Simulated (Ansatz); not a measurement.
Reaction (ligand exchange at a B–Te bond): `CC(C)[Te]B(O)O` + `CC[SeH]` → `CC[Se]B(O)O` + `CC(C)[TeH]`

Isolated molecules relaxed with PBE0-D4/def2-TZVP in Ansatz; ΔE leaves out vibrations. CCSD(T)/CBS is the MP2 limit (def2-TZVPP, def2-QZVPP) plus CCSD(T) − MP2 in def2-TZVPP, frozen cores. DFT in def2-TZVPP. B3LYP here is the variant with VWN-RPA as its local correlation; programs differ in this. def2 core potentials past Kr. For Se, Te outer-core shells are correlated without core-valence functions, which leaves a few kJ/mol of doubt a bond. Scalar relativity is left out up to krypton. One conformer a species, not always the lowest.

`CC(C)[Te]B(O)O`:

```xyz
16

C     0.810    0.772    1.205
C    -0.539    0.410    0.623
C    -1.655    0.474    1.647
Te   -0.514   -1.585   -0.247
B     0.663   -1.051   -1.996
O     1.035   -1.959   -2.944
O     1.035    0.246   -2.154
H     1.593    0.744    0.447
H     0.773    1.788    1.617
H     1.088    0.092    2.014
H    -0.767    1.052   -0.228
H    -1.703    1.479    2.078
H    -1.483   -0.226    2.470
H    -2.628    0.248    1.207
H     0.749   -2.859   -2.778
H     1.543    0.376   -2.962
```

`CC[SeH]`:

Z-matrix (Å, degrees):
```
C
C 1 1.512
H 1 1.091 2 111.2
H 1 1.095 2 110.4 3 120.3
H 1 1.092 2 111.2 3 -120.1
Se 2 1.958 1 114.0 3 57.4
H 2 1.090 1 112.1 3 -179.9
H 2 1.092 1 111.4 3 -59.4
H 6 1.469 2 95.0 1 63.4
```

`CC[Se]B(O)O`:

Cartesian coordinates in Å:
```
C -0.978 -0.425 1.582
C -1.136 0.667 0.550
Se 0.568 1.475 0.007
B 1.190 0.081 -1.220
O 0.402 -0.999 -1.465
O 2.400 0.170 -1.846
H -0.478 -0.055 2.479
H -1.960 -0.811 1.875
H -0.395 -1.256 1.182
H -1.611 0.302 -0.359
H -1.723 1.504 0.931
H 0.813 -1.604 -2.090
H 2.909 0.952 -1.626
```

`CC(C)[TeH]`:

```xyz
12

C    -1.416    0.341   -0.186
C    -0.064   -0.345   -0.196
C     1.086    0.638   -0.164
Te   -0.006   -1.700    1.500
H    -2.241   -0.374   -0.238
H    -1.546    0.948    0.714
H    -1.499    1.010   -1.048
H     0.014   -0.994   -1.070
H     1.047    1.259    0.734
H     2.055    0.135   -0.183
H     1.034    1.299   -1.037
H     1.537   -2.215    1.175
```

Q: Is it downhill or uphill in electronic energy at CCSD(T)/CBS, and by how much? (Estimate.)

A: Ansatz gave: Downhill: ΔE = -0.15 eV.

Q: What do these levels give: r2SCAN-D4, PBE0-D4, B3LYP-D4, ωB97X-V, ωB97M-V, B2PLYP, PBE, r2SCAN, PBE0, MP2/def2-TZVPP, HF/CBS(def2), MP2/CBS(def2)? (An estimate is asked.)

A: Ansatz gave: r2SCAN-D4 -0.17, PBE0-D4 -0.16, B3LYP-D4 -0.17, ωB97X-V -0.17, ωB97M-V -0.17, B2PLYP -0.16, PBE -0.15, r2SCAN -0.17, PBE0 -0.16, MP2/def2-TZVPP -0.14, HF/CBS(def2) -0.20, MP2/CBS(def2) -0.12 eV.

Largest T1 diagnostic among the species: 0.011.

In def2-TZVPP, CCSD(T) changes the Hartree–Fock value by +0.04 eV (the triples alone add +0.01 eV) and MP2 by +0.06 eV.
